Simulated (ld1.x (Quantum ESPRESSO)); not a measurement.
## Logarithmic derivatives: silicon, TM

ld1.x (Quantum ESPRESSO) 7.5 input, shortened:

```
&input
   title='Si', zed=14., rel=1, dft='PZ', iswitch=3,
   config='[Ne] 3s2 3p2'
 /
 &inputp
   pseudotype=2, tm=.true., lloc=-2, rcloc=1.55,
   nlcc=.true., new_core_ps=.true., rcore=1.28
 /
2
3S  1  0   2.00   0.00  1.30  1.30  0.0
3P  2  1   2.00   0.00  2.15  2.15  0.0
 &test
   configts(1)='3s2 3p2'
 /
```

The phase is arctan(r·u′/u) with u = r·R(r), unwrapped; energies in Ry, scanned from -3 to 5 Ry. A pole is an energy at which the radial function vanishes at the test radius. The pseudo phase is shifted by a multiple of π to meet the all-electron one at the reference energy, and phase errors are pseudo minus all-electron; the curves can meet again beyond the range given. Levels narrower than the energy grid can be missing from the lists of poles.

| channel | radius (bohr) | reference energy (Ry) | poles, all-electron | poles, pseudo | unbroken range about the reference energy with phases within 0.05 rad | phase error 1 Ry above the reference energy (rad) |
| --- | --- | --- | --- | --- | --- | --- |
| s | 2.35 | -0.80 | 0.66 | 0.60, 4.75 | below 1.8 | -0.006 |
| p | 2.35 | -0.31 | 1.57 | 1.50 | below 3.1 | -0.005 |

Phases in the s channel:

| E (Ry) | all-electron | pseudo |
| --- | --- | --- |
| -3.00 | 1.238 | 1.237 |
| -2.52 | 1.174 | 1.172 |
| -2.04 | 1.057 | 1.054 |
| -1.56 | 0.783 | 0.779 |
| -1.08 | -0.073 | -0.075 |
| -0.60 | -1.052 | -1.053 |
| -0.12 | -1.379 | -1.382 |
| 0.36 | -1.516 | -1.524 |
| 0.84 | -1.597 | -1.611 |
| 1.32 | -1.658 | -1.682 |
| 1.80 | -1.712 | -1.760 |
| 2.28 | -1.770 | -1.878 |
| 2.76 | -1.841 | -2.176 |
| 3.24 | -1.948 | -3.543 |
| 3.72 | -2.138 | -4.406 |
| 4.20 | -2.569 | -4.607 |
| 4.68 | -3.436 | -4.702 |
